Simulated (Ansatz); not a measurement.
Gas-phase electronic energies from Ansatz, PBE0-D4/def2-TZVP geometries. CBS: MP2 limit from def2 TZ/QZ plus the TZ coupled-cluster correction, frozen cores. DFT in def2-TZVPP. B3LYP here is the variant with VWN-RPA as its local correlation; programs differ in this. For Ge outer-core shells are correlated without core-valence functions, which leaves a few kJ/mol of doubt a bond. Scalar relativity is left out up to krypton. One conformer a species, not always the lowest.

Reaction (ligand exchange at a Ge–O bond): `CO[SiH](F)[O][GeH3]` + `NCS` → `NC[S][GeH3]` + `CO[SiH](O)F`

`CO[SiH](F)[O][GeH3]`:

Z-matrix (Å, degrees):
```
C
O 1 1.411
H 1 1.095 2 111.3
H 1 1.091 2 108.2 3 119.1
H 1 1.094 2 111.2 3 -121.5
Si 2 1.627 1 125.4 3 61.2
O 6 1.605 2 108.0 1 172.6
F 6 1.595 2 108.4 1 52.6
H 6 1.473 2 112.7 1 -64.6
Ge 7 1.786 6 133.3 2 -23.6
H 10 1.535 7 108.7 6 -45.6
H 10 1.534 7 107.9 6 75.6
H 10 1.533 7 104.8 6 -165.2
```

`NCS`:

```xyz
8

N    -0.582   -0.153    0.966
C     0.162   -0.412   -0.244
S    -0.404    0.592   -1.641
H    -0.288   -0.783    1.704
H    -0.431    0.795    1.288
H    -0.021   -1.444   -0.553
H     1.248   -0.282   -0.170
H     0.317    1.686   -1.350
```

`NC[S][GeH3]`:

```xyz
11

N    -0.657    0.413   -1.202
C    -0.302   -0.944   -0.865
S     1.237   -0.996    0.099
Ge    0.696    0.567    1.586
H    -1.566    0.456   -1.646
H     0.028    0.821   -1.827
H    -0.117   -1.610   -1.718
H    -1.110   -1.377   -0.270
H    -0.759    0.347    2.029
H     1.657    0.331    2.764
H     0.893    1.991    1.050
```

`CO[SiH](O)F`:

Z-matrix (Å, degrees):
```
C
O 1 1.412
H 1 1.091 2 108.1
H 1 1.095 2 111.2 3 -119.0
H 1 1.094 2 111.3 3 119.4
Si 2 1.623 1 125.5 3 -176.0
F 6 1.595 2 107.9 1 49.5
O 6 1.619 2 108.8 1 170.5
H 6 1.471 2 114.0 1 -68.9
H 8 0.958 6 118.6 2 -39.6
```

```csv
level,ΔE (kJ/mol)
B3LYP-D4,-13.8
BHLYP,-7.4
```

Task: What does CCSD(T)/CBS give? (Best estimate.)

Result: The calculation gave: -15.8 kJ/mol. The listed levels differ from it by 2.0, 8.4 kJ/mol.

Largest T1 diagnostic among the species: 0.012.

In def2-TZVPP, CCSD(T) changes the Hartree–Fock value by −15.7 kJ/mol (the triples alone add −2.9 kJ/mol) and MP2 by −20.4 kJ/mol. At CCSD(T), def2-SVP lies +7.7 kJ/mol from the extrapolated value and def2-TZVPP +3.4 kJ/mol. From BLYP to BHLYP (50 % exact exchange), in def2-TZVPP and without D4, ΔE moves by +3.6 kJ/mol.
